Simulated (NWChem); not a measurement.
BNH3 cation

```xyz
5

B      0.0000     0.0000    -0.7891
N      0.0000     0.0000     0.5312
H      0.0000     0.0000    -1.9619
H      0.0000     0.8564     1.0947
H      0.0000    -0.8564     1.0947
```
Atoms are numbered in this order, from 1.

Program: NWChem. Pople sets run with spherical d functions. Structure relaxed at the B3LYP/6-31G* (spherical d) level. Level M06-2X/6-31G*: energy and gradient on several grids; changes count from the extra-fine grid, which is no exact limit either.

```tsv
grid	size of the energy change (μHa)	largest change of a gradient component (μHa/bohr)
xcoarse	3000	4000
coarse	200	200
medium	< 10	400
fine	< 10	100
xfine	< 10	< 30
```
